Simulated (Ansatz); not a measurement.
Input for Ansatz (a first-principles code): R-wB97X-V/def2-TZVPPD on N2 (SMILES N#N). Files ending in .json are basis or fitting sets from the Basis Set Exchange.

Ansatz 0.2 input:
```yaml
crystal:
  periodic: [false, false, false]
  atoms:
    - {symbol: N, position_ang: [-0.43196087, 0.02126841, -0.04456278]}
    - {symbol: N, position_ang: [0.49950556, 0.05338491, -0.61087476]}
basis:
  gaussian:
    orbitals: def2-TZVPPD.json
hamiltonian:
  xc: {name: wB97X-V}
scf: {lower_state_search: off}
```

Program output:

```
WARN ansatz: RAYON_NUM_THREADS=1 ignored (pool sized by the plan → 1); use --threads N
Functional definition: wB97X-V
these checks for a lower state are left out or cut short: stability, starts, cluster_reference, orbital_swaps, neighbouring_geometries, increment
integrals: 0.01 GiB planned
358 factors; their error is unknown
integrals: 0.04 GiB planned
78 factors; integrals over basis functions are off by at most 8.6e-5 eV
mean field: 0.16 GiB planned
mean field evaluation 1: about -2980.3171 eV, gradient 1.6e1 eV
mean field evaluation 2: about -2980.6800 eV, gradient 6.0e0 eV
mean field evaluation 4: about -2980.7405 eV, gradient 8.4e-2 eV
mean field evaluation 8: about -2980.7486 eV, gradient 3.2e-4 eV
mean field -2980.74861023 eV, -109.5404910021 hartree, gradient 1.8e-6 eV, S^2 0.000000; 0 other end points of the search recorded, 0 dependent functions left out
reference -2980.74860908 eV, -109.5404909597 hartree; 7, 7 occupied and 67, 67 virtual orbitals, 358 factors
Total energy: -2980.74860908 eV, -109.5404909597 hartree
Checks for a lower state left out: stability, starts, cluster_reference, orbital_swaps, neighbouring_geometries, increment
```

The run converged.

Cost: roughly 0.6 core-seconds.
